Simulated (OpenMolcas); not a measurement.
# What dynamic correlation does to the levels of O⁺

| Item | Value |
| --- | --- |
| Program | OpenMolcas 26.06 |
| Basis | ANO-R2 [4s4p2d1f] |
| Scalar Hamiltonian | X2C, finite nucleus |
| Active space | 5 electrons in 9 orbitals (RAS2 2s 2p; RAS3 3d, at most 2 electrons) |
| State averaging | 2S+1 = 4 odd, 1 root; 2S+1 = 2 odd, 8 roots; 2S+1 = 4 even, 3 roots; 2S+1 = 2 even, 9 roots |
| Spin-orbit coupling | state interaction with AMFI integrals over the reference wave functions, term energies averaged over their components |

Methods on the same reference wave functions:
A. RASSCF
B. SS-RASPT2, IPEA 0.25 Eh, imaginary shift 0.1 Eh (closed shells correlated: 1s)
C. XMS-RASPT2, IPEA 0.25 Eh, imaginary shift 0.1 Eh (closed shells correlated: 1s)

Energies in cm⁻¹ above 2s² 2p³ ⁴S°_3/2, the measured ground level; measured values from NIST Handbook of Basic Atomic Spectroscopic Data.

| Level | A | B | C | Measured |
| --- | --- | --- | --- | --- |
| 2s² 2p³ ⁴S°_3/2 | 0.0 | 0.0 | 0.0 | 0.0 |
| 2s² 2p³ ²D°_3/2 | 29903 | 27510 | 27470 | 26831 |
| 2s² 2p³ ²D°_5/2 | 29906 | 27510 | 27470 | 26811 |
| 2s² 2p³ ²P°_3/2 | 44579 | 41400 | 41380 | 40468 |
| 2s² 2p³ ²P°_1/2 | 44583 | 41400 | 41390 | 40470 |
| 2s 2p⁴ ⁴P_5/2 | 122679 | 120380 | 119740 | 119837 |
| 2s 2p⁴ ⁴P_3/2 | 122824 | 120530 | 119890 | 120000 |
| 2s 2p⁴ ⁴P_1/2 | 122910 | 120610 | 119970 | 120083 |
| 2s 2p⁴ ²D_3/2 | 172927 | 167480 | 167010 | 165996 |
| 2s 2p⁴ ²D_5/2 | 172928 | 167480 | 167010 | 165988 |
| 2s 2p⁴ ²S_1/2 | 207337 | 198830 | 198820 | 195710 |
| 2s 2p⁴ ²P_3/2 | 223548 | 216080 | 215470 | 212594 |
| 2s 2p⁴ ²P_1/2 | 223721 | 216250 | 215640 | 212762 |

Deviations, from unrounded energies. A percentage is the sum of absolute deviations over the sum of measured energies, with the sign that they share, or ± where signs differ.

| Against measurement | Levels | A | B | C |
| --- | --- | --- | --- | --- |
| mean absolute deviation (cm-1) | 12 | 5900 | 1500 | 1200 |
| other terms of the ground configuration (%) | 4 | +10.7 | +2.4 | +2.3 |
| other configurations (%) | 8 | +4.3 | +1.1 | ±0.9 |

C lies closest to measurement on these levels and A furthest from it. The largest miss of C in the table is 2s 2p⁴ ²S_1/2, by +3100 cm-1. The ranking rests on the paired levels alone, and a cruder setting can come out closer through cancelling errors.

Between B and C the level of the table that moves most is 2s 2p⁴ ⁴P_3/2, by 640 cm-1 (lowest in C, highest in B). Moves below CASPT2's spread within the term are not significant.

The mean deviations of B to C differ by less than CASPT2's widest spread within a term (330 cm-1), so their order carries little weight.

From A to B the spin-free energies of the other terms of 2s² 2p³ shown, above ⁴S°, scale by factors of 0.92 to 0.93.

The lowest spin-free term lies below A's lowest term by 0.060 hartree in B, 0.060 hartree in C.

CASPT2 does not keep the components of a term degenerate, so their means are used; among the terms shown or strongly mixed into the levels shown the widest spread is 330 cm-1 (2s 2p⁴ ²D, C). Active for correlation alone: 3d; no level in the range computed is led by a configuration that fills it, so any true level of that kind is missing. Without dynamic correlation excited terms often stand tens of per cent too high (terms of higher spin than the ground term too low), and those without a measured partner can miss by more than the paired ones (holds for A). Computed and measured levels are paired by configuration, term and J; levels that our copy of the source lacks, or whose pairing is in doubt (as where it misses far off the trend of its configuration), stay unpaired and out of the deviations. Only configurations of the active space appear.

° marks odd parity.
